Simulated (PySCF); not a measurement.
C2H7S, SMILES CC[SH2+], charge +1.

The structure is a stationary point at r2SCAN-D4/def2-SVP. The isomer is the one that the SMILES or the coordinates give; other isomers of the formula were not compared.

Method: PBE/def2-TZVPD (PySCF).

Symmetry labels are those of the subgroup Cs that the program uses (full group Cs).

### Question
List the valence orbital energies around the gap with their symmetry. (Estimate from the structure and the level; the computed values follow.)

### Answer

| orbital | symmetry | energy (eV) |
|---|---|---|
| HOMO−7 | A' | -20.98 |
| HOMO−6 | A" | -18.48 |
| HOMO−5 | A' | -16.85 |
| HOMO−4 | A" | -16.37 |
| HOMO−3 | A' | -16.28 |
| HOMO−2 | A' | -14.63 |
| HOMO−1 | A" | -14.02 |
| HOMO | A' | -13.90 |
| LUMO | A' | -7.17 |
| LUMO+1 | A" | -7.01 |
| LUMO+2 | A' | -5.96 |
| LUMO+3 | A' | -4.29 |
